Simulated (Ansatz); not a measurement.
Stepwise reaction of `BC` with methanol, as a gas-phase model of exchange steps in deposition or etching. ΔE in kJ/mol.

Computed with Ansatz on PBE0-D4/def2-TZVP structures; ΔE is electronic, products minus reactants. CCSD(T)/CBS is the MP2 limit (def2-TZVPP, def2-QZVPP) plus CCSD(T) − MP2 in def2-TZVPP, frozen cores. This one scheme is used for every species. DFT in def2-TZVPP. B3LYP here is the variant with VWN-RPA as its local correlation; programs differ in this. Each species was taken in one conformer, which may not be the lowest.

| step | reaction | PBE-D4 | B3LYP-D4 | ωB97M-V | CCSD(T)/CBS |
| --- | --- | --- | --- | --- | --- |
| 1 | `BC` + CH₃OH → `CBOC` + H₂ | -141.0 | -139.4 | -137.8 | -136.6 |
| 2 | `CBOC` + CH₃OH → `COB(C)OC` + H₂ | -109.7 | -113.6 | -114.1 | -112.6 |

By hand: ΔE of the 2 steps together at CCSD(T)/CBS.

(-136.6) + (-112.6) = -249.2 kJ/mol, or -124.6 kJ/mol a step.

In ΔE each step is higher than the one before. All are downhill at CCSD(T)/CBS. PBE-D4 differs from CCSD(T)/CBS by -4.4 to 2.9 kJ/mol a step. Isolated molecules leave out the surface, adducts and barriers. Largest T1 diagnostic: 0.012.
